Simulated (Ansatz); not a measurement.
CH7AlOSSi (`[AlH2][O]CS[SiH3]`), relaxed with RKS PBE-D4/def2-SVP in Ansatz 0.2.0 from a rough embedded geometry. The force threshold is 0.03 eV/Å; the program also tests the step.

The species carries charge 0 and has multiplicity 1.

Start:

```xyz
12

Al    2.895   -0.199    0.283
O     1.341   -0.686    1.109
C     0.270   -0.192    0.376
S    -1.297   -0.718    1.070
Si   -2.566    0.220   -0.322
H     3.646   -1.103   -0.777
H     3.613    1.217    0.693
H     0.282    0.923    0.263
H     0.319   -0.665   -0.698
H    -2.282    1.632   -0.359
H    -2.267   -0.388   -1.643
H    -3.954   -0.040    0.004
```

| step | energy (eV) | largest force (eV/Å) | largest move (Å) |
| --- | --- | --- | --- |
| 1 | -28481.6160 | 1.919 | 0.000 |
| 2 | -28481.9127 | 1.038 | 0.123 |
| 3 | -28482.0201 | 0.431 | 0.141 |
| 4 | -28482.0875 | 0.326 | 0.179 |
| 5 | -28482.1490 | 0.357 | 0.196 |
| 6 | -28482.2076 | 0.447 | 0.191 |
| 7 | -28482.2661 | 0.286 | 0.191 |
| 8 | -28482.3269 | 0.244 | 0.200 |
| 9 | -28482.3618 | 0.241 | 0.194 |
| 10 | -28482.3707 | 0.311 | 0.058 |
| 11 | -28482.3876 | 0.117 | 0.128 |
| 14 | -28482.4052 | 0.104 | 0.167 |
| 17 | -28482.4183 | 0.277 | 0.150 |
| 20 | -28482.4544 | 0.339 | 0.195 |
| 23 | -28482.5269 | 0.250 | 0.162 |
| 26 | -28482.5712 | 0.188 | 0.194 |
| 29 | -28482.6121 | 0.275 | 0.193 |
| 32 | -28482.7511 | 0.602 | 0.195 |
| 35 | -28482.7822 | 0.149 | 0.043 |
| 38 | -28482.7859 | 0.020 | 0.018 |
| 41 | -28482.7898 | 0.107 | 0.016 |
| 44 | -28482.8015 | 0.137 | 0.063 |
| 47 | -28482.8151 | 0.103 | 0.029 |
| 50 | -28482.8284 | 0.108 | 0.105 |
| 53 | -28482.8336 | 0.038 | 0.068 |
| 54 | -28482.8338 | 0.025 | 0.030 |

End:

```xyz
12

Al    1.574   -0.287    0.953
O     1.650    0.519   -0.676
C     0.714   -0.050   -1.455
S    -0.405   -1.222   -0.300
Si   -1.826    0.268    0.453
H     2.642   -1.444    1.221
H     0.960    0.624    2.120
H     0.001    0.657   -1.944
H     1.080   -0.796   -2.201
H    -1.183    1.619    0.349
H    -3.067    0.209   -0.392
H    -2.140   -0.097    1.873
```

Run time 91 s (4 threads of an Arm Neoverse V1 on a shared host); peak host memory 0.2 GiB.
